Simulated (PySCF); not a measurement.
## W: electron affinity

W- [Xe] 4f14 5d5 6s2 (6S) → W [Xe] 4f14 5d4 6s2 (5D), as a difference of total energies. Computed with PySCF 2.14 in x2c-TZVPPall with one added diffuse shell each of s, p, d, f type (12s8p8d4f1g, 113 functions), with the spin-free X2C one-electron Hamiltonian (Gaussian nucleus). Correlated levels: valence: [Xe] 4f14 frozen. The calculations carry no spin-orbit coupling.

```csv
method,electron affinity (eV),plus first-order spin-orbit estimate,error of that sum (eV)
UHF,0.895,0.436,-0.381
MP2 (valence),0.952,0.493,-0.324
SCS-MP2 (valence),0.350,-0.108,-0.925
CCSD (valence),1.294,0.836,+0.019
CCSD(T) (valence),1.336,0.878,+0.061
```

Reference: 0.817 eV (measured; photodetachment measurements, as compiled on the Wikipedia data page of electron affinities).

A first-order spin-orbit estimate (lowest level to lowest level, LS coupling) adds -0.458 eV.

Errors of the correlated levels include the incompleteness of this basis and the frozen core.

The coupled-cluster amplitudes are large for W- (T1 above 0.03 or a double amplitude above 0.15), so a single reference is strained.
